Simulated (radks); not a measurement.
Results of a calculation; reference values are marked as such.
Effect of the nuclear size on neutral caesium, [Xe] 6s1. Code: a radial shooting solver on a logarithmic mesh with Libxc functionals. Model: Dirac Kohn-Sham, exchange-only LDA, spin-unpolarised, spherical densities, finite nucleus; Fermi nuclear charge, rms radius 4.8041 fm. The rms radius is varied about that value; shifts are against it.

| rms radius (fm) | total energy shift (eV) | density at nucleus (e/bohr^3) | 1s1/2 shift (meV) | 2s1/2 shift (meV) | 4p1/2 shift (meV) | 5s1/2 shift (meV) | 5p1/2 shift (meV) |
|---|---|---|---|---|---|---|---|
| 3.9538 | -2.41 | 3.059e+05 | -1010 | -120 | 0.418 | -0.714 | 0.127 |
| 4.5639 | -0.720 | 2.978e+05 | -301 | -35.8 | 0.125 | -0.213 | 0.038 |
| 4.8041 | 0 | 2.95e+05 | 0.000 | 0.000 | 0.000 | 0.000 | 0.000 |
| 5.2701 | 1.48 | 2.9e+05 | 619 | 73.7 | -0.257 | 0.439 | -0.078 |
| 5.3854 | 1.87 | 2.888e+05 | 779 | 92.8 | -0.323 | 0.552 | -0.098 |

Slopes of the eigenvalues against <r^2> in GHz/fm^2, as finite differences over the two radii next to the reference (eigenvalue slopes, not the field-shift constants of lines): 1s1/2 32000, 2s1/2 3810, 4p1/2 -13.3, 5s1/2 22.7, 5p1/2 -4.04.
